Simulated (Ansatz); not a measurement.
ZrCl4. The state is a singlet with charge 0. Geometry relaxed at r2SCAN-D4/def2-SVP.

```xyz
5

Zr    0.000    0.000    0.000
Cl   -2.252    0.202    0.558
Cl    0.277    0.421   -2.274
Cl    0.729   -2.158    0.484
Cl    1.245    1.535    1.231
```

In the def2 sets Zr takes a core potential; there is no spin–orbit coupling.

Task: Estimate the harmonic wavenumbers at RKS r2SCAN-D4/def2-SVP (Ansatz, unscaled). Is this a minimum?

Result: 96, 96, 104, 104, 104, 374, 430, 430, 430 cm⁻¹. Yes, no mode is imaginary beyond noise. Zero-point energy 13.0 kJ/mol. Run time 1.7 min (2 threads of Arm Neoverse N1 on a shared host).
